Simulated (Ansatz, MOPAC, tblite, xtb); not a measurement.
Dissociation curve of AlN, triplet.

Methods: GFN2-xTB, 300 K electronic temperature (tblite); GFN1-xTB (xtb); PM3, unrestricted, heats of formation (MOPAC); UCCSDT(Q) = CCSDT(Q) on UHF/cc-pVTZ, frozen core (Ansatz, an electronic-structure program).

Energies relative to the lowest point of each curve near equilibrium, in kJ/mol; the last columns give the difference from UCCSDT(Q):

| R / Å | GFN2-xTB | GFN1-xTB | PM3 | UCCSDT(Q) | GFN2-xTB − UCCSDT(Q) | GFN1-xTB − UCCSDT(Q) | PM3 − UCCSDT(Q) |
|---|---|---|---|---|---|---|---|
| 1.42 | 247.0 | 266.1 | 100.2 | 289.4 | -42.4 | -23.3 | -189.2 |
| 1.50 | 103.7 | 131.7 | 65.2 | 154.2 | -50.5 | -22.6 | -89.0 |
| 1.59 | 25.4 | 49.9 | 17.7 | 62.3 | -36.8 | -12.3 | -44.5 |
| 1.66 | 2.1 | 17.9 | 0.0 | 74.7 | -72.7 | -56.8 | -74.7 |
| 1.74 | 0.0 | 2.2 | 84.8 | 31.7 | -31.7 | -29.5 | 53.1 |
| 1.79 | 7.4 | 0.0 | 83.6 | 15.4 | -7.9 | -15.4 | 68.2 |
| 1.87 | 28.3 | 4.5 | 91.7 | 1.6 | 26.7 | 3.0 | 90.2 |
| 1.89 | 34.7 | 6.8 | 95.1 | 0.0 | 34.7 | 6.8 | 95.1 |
| 1.99 | 71.4 | 23.0 | 113.4 | 0.4 | 71.0 | 22.6 | 113.0 |
| 2.09 | 112.6 | 44.8 | 127.7 | 10.5 | 102.0 | 34.3 | 117.2 |
| 2.23 | 172.0 | 80.4 | 140.0 | 33.6 | 138.4 | 46.8 | 106.5 |
| 2.37 | 229.4 | 117.0 | 148.6 | 61.0 | 168.4 | 56.1 | 87.6 |

GFN2-xTB is furthest from UCCSDT(Q) at 2.37 (168.4 kJ/mol, above); its mean absolute difference over the points is 65.3 kJ/mol.

GFN1-xTB is furthest from UCCSDT(Q) at 1.66 (-56.8 kJ/mol, below); its mean absolute difference over the points is 27.4 kJ/mol.

PM3 is furthest from UCCSDT(Q) at 1.42 (-189.2 kJ/mol, below); its mean absolute difference over the points is 94.0 kJ/mol.

The scan ran from 1.42 to 7.13 Å; beyond the distances shown one of the unrestricted levels run for this scan, shown here or not, changes its spin distribution in one step. The unrestricted determinant behind UCCSDT(Q) is spin-contaminated at 1.59 to 1.89, 2.37 Å (<S²> up to 2.2, against 2.00 for a pure triplet).
